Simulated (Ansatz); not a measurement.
```yaml
crystal:
  periodic: [false, false, false]
  atoms:
    - {symbol: C, position_ang: [-0.314087, 1.014652, 0.095457]}
    - {symbol: O, position_ang: [0.857177, 0.586176, 0.715010]}
    - {symbol: Sn, position_ang: [1.564181, -1.358706, 0.810630]}
    - {symbol: O, position_ang: [0.220196, -2.175574, -0.472575]}
    - {symbol: H, position_ang: [-1.192840, 0.535656, 0.391159]}
    - {symbol: H, position_ang: [-0.421001, 2.105388, 0.302107]}
    - {symbol: H, position_ang: [-0.163630, 0.838512, -1.028056]}
    - {symbol: H, position_ang: [-0.531617, -1.509501, -0.815326]}
basis:
  gaussian: {orbitals: x2c-TZVPPall}
magnetization: {spin_polarized: true, initial_magnetization: 1}
hamiltonian: {xc: {name: PBE0-DH}}
output: {forces: true}
```

```sh
$ ansatz run in.yaml --threads 2 --pin off --events-out ev --progress --plain --max-ram 32768MiB --backend cpu
```

Shortened log:

```
Error: a molecule whose nuclei and cores have a total charge of 76 cannot have a net charge of 0 together with 1 unpaired electrons
```

(1) What is wrong with this run?

Answers

(1) The number of unpaired electrons doesn't fit the electron count. The program refused the input.
